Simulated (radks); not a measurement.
Removal energies from the cadmium ion Cd5+, [Kr] 4d7, by Delta-SCF beside the eigenvalue of the level emptied. Calculated with a radial shooting solver on a logarithmic mesh with Libxc functionals: scalar-relativistic Kohn-Sham, LDA (Slater exchange, Perdew-Wang correlation), spin-polarised, spherical densities, finite nucleus; Fermi nuclear charge, rms radius of each element as measured or else 0.836 A^(1/3) + 0.57 fm. Open shells are filled with parallel spins first.

removed from    final configuration  Delta-SCF (eV)  -eigenvalue (eV)
4d                         [Kr] 4d6          88.133            79.140
4p            [Ar] 3d10 4s2 4p5 4d7          147.56            137.47
4s            [Ar] 3d10 4s1 4p6 4d7          187.76            177.19
3d             [Ar] 3d9 4s2 4p6 4d7          492.05            469.41
